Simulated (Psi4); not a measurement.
# A ladder of methods for SnSiH4O2 (SMILES [OH][Sn][O][SiH3])

SnSiH4O2: 8 atoms, total charge 0, spin state singlet. As SMILES, `[OH][Sn][O][SiH3]`. Geometry: optimised at PBE0/def2-TZVP. This is one conformer, not always the lowest.

Quantity: the HOMO–LUMO gap, in eV. The values are calculated.

| level | kind | program | value (eV) | CPU time |
| --- | --- | --- | --- | --- |
| PBE-D4/def2-TZVPP (density fitting, core potential) | GGA | Psi4 | 3.96 | 81 s |
| r2SCAN-D4/def2-TZVPP (density fitting, core potential) | meta-GGA | Psi4 | 4.35 | 4.5 min |
| B3LYP-D4/def2-TZVPP (density fitting, core potential) | global hybrid | Psi4 | 5.43 | 79 s |
| PBE0-D4/def2-TZVPP (density fitting, core potential) | global hybrid | Psi4 | 5.83 | 82 s |
| wB97M-V/def2-TZVPP (density fitting, core potential) | range-separated hybrid | Psi4 | 9.77 | 4.7 min |

The values span 3.96 to 9.77 eV. Orbital gaps aren't excitation energies; they tend to grow with the share of exact exchange. CPU times are rough (shared hosts, several kinds of processor): they show what a rung costs within a factor of a few.
